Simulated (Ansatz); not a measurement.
Relaxing a trial structure of CuGaH4NS+

The starting geometry of this gas-phase singlet was optimised with GFN2-xTB.

```xyz
8

Cu   -0.1480    0.1002   -0.0460
Ga    3.1131    0.6124   -0.6355
N    -1.6897   -1.0519    0.2046
S     1.3190    1.7283   -0.2697
H    -1.5212   -1.7597    0.9166
H    -1.9447   -1.5257   -0.6599
H    -2.4908   -0.4965    0.5010
H     4.4687   -0.1752   -0.9099
```

Problem. Predict what it relaxes into with r2SCAN-D4/def2-SVP.

Solution. A new bond forms, giving a structure given below by its coordinates. Contacts that close: Cu1–Ga2 (3.35 → 2.61 Å).

The energy falls by 0.25 eV over 14 steps:

```
step  E − E(last) (eV)
   1             0.246
   2             0.112
   4             0.052
   5             0.028
   7             0.001
   8             0.000
  10             0.000
  11             0.000
  13             0.000
  14             0.000
```

Final geometry (Å):

```xyz
8

Cu   -0.0552    0.4491   -0.0385
Ga    2.5036    0.4268   -0.5361
N    -1.3395   -0.9979    0.1423
S     1.3198    2.1051   -0.2276
H    -1.0917   -1.6846    0.8626
H    -1.4809   -1.5336   -0.7209
H    -2.2685   -0.6478    0.4044
H     3.5188   -0.6853   -0.7850
```

No frequencies were run, so the end isn't proven a minimum. Run with Ansatz 0.2.0, 43 s on 2 threads of Intel(R) Xeon(R) Platinum 8488C (Sapphire Rapids), on a shared host.
